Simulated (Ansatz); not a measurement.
Compare A (`C[SiH2][GaH][NH2]`) with its isomer B (`N[SiH2][CH2][GaH2]`).

Computed with Ansatz on PBE0-D4/def2-TZVP structures; ΔE is electronic, products minus reactants. CBS: MP2 limit from def2 TZ/QZ plus the TZ coupled-cluster correction, frozen cores. DFT in def2-TZVPP. B3LYP here is the variant with VWN-RPA as its local correlation; programs differ in this. For Ga outer-core shells are correlated without core-valence functions, which leaves a few kJ/mol of doubt a bond. Scalar relativity is left out up to krypton. One conformer a species, not always the lowest.

A:

Z-matrix (Å, degrees):
```
C
Si 1 1.882
H 1 1.092 2 110.8
H 1 1.092 2 111.0 3 -120.1
H 1 1.092 2 110.7 3 120.0
Ga 2 2.405 1 113.0 3 -178.2
H 2 1.494 1 109.0 3 -57.2
H 2 1.493 1 109.5 3 58.7
N 6 1.819 2 117.8 1 -133.8
H 6 1.571 2 127.9 1 46.2
H 9 1.006 6 124.2 2 -178.7
H 9 1.006 6 124.0 2 -0.1
```

B:

Z-matrix (Å, degrees):
```
Si
C 1 1.859
N 1 1.723 2 110.8
H 1 1.497 2 107.3 3 126.0
H 1 1.490 2 111.7 3 -117.5
Ga 2 1.966 1 113.5 3 170.1
H 2 1.095 1 108.3 3 -69.4
H 2 1.094 1 108.2 3 48.7
H 3 1.008 1 119.7 2 56.3
H 3 1.008 1 119.1 2 -162.4
H 6 1.572 2 120.3 1 88.7
H 6 1.571 2 119.6 1 -91.4
```

(1) Which is lower in electronic energy at CCSD(T)/CBS, and by how much? (Best estimate.)

(2) Give E(B) − E(A) in kcal/mol with CCSD(T)/def2-TZVPP, B2PLYP, B3LYP, B3LYP-D4, ωB97M-V, BLYP-D4, PBE-D4. (Estimate.)

(3) Does the order hold for the free energy at 298.15 K (harmonic terms from PBE0-D4)? (An estimate is asked.)

Largest T1 diagnostic: 0.014.

Answers

(1) Computed: A, by 5.2 kcal/mol.

(2) The calculation gave: CCSD(T)/def2-TZVPP 5.0, B2PLYP 5.5, B3LYP 6.6, B3LYP-D4 5.9, ωB97M-V 3.7, BLYP-D4 7.3, PBE-D4 8.4. None reverses the order clearly.

(3) Ansatz gave: Yes: G(B) − G(A) = +3.2 kcal/mol, for one conformer each. Modes under 60 cm⁻¹, often nearly free rotors, make the harmonic entropy too high.

At CCSD(T), def2-SVP lies +3.3 kcal/mol from the extrapolated value and def2-TZVPP −0.2 kcal/mol. In def2-TZVPP, CCSD(T) changes the Hartree–Fock value by +3.0 kcal/mol (the triples alone add +0.5 kcal/mol) and MP2 by +1.5 kcal/mol.
